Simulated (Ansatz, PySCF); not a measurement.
Reaction (SMILES): O=[Si]=O [dioxosilane] + H+ -> O=[Si]=[OH+]
Each molecule is optimised on its own at B3LYP-D3(BJ)/def2-TZVP (Ansatz, an electronic-structure program).

Property: proton affinity (enthalpy at 298 K, with B3LYP-D3(BJ) rigid-rotor harmonic-oscillator terms from PySCF), positive where the reaction releases energy, in kcal/mol. Correlated levels leave the core frozen unless marked. Spin-orbit coupling is left out. No relativistic terms. Basis-set limits of correlation are two-point, X^-3; Hartree-Fock from the larger set.

CCSD(T)/CBS(cc-pV(T+d)Z,cc-pV(Q+d)Z) (Ansatz) gives 164.4 kcal/mol.

**Question.** Another calculation gave 162.5 kcal/mol. Which level was it?
(A) CAM-B3LYP/def2-TZVPD (Ansatz)
(B) M06-L/def2-TZVPD (PySCF)
(C) SVWN5/def2-TZVPD (Ansatz)
(D) HF/def2-TZVPD (PySCF)

**Answer.** A, CAM-B3LYP/def2-TZVPD (Ansatz). The others give 170.6 (HF), 156.4 (SVWN5), 165.7 (M06-L) kcal/mol.
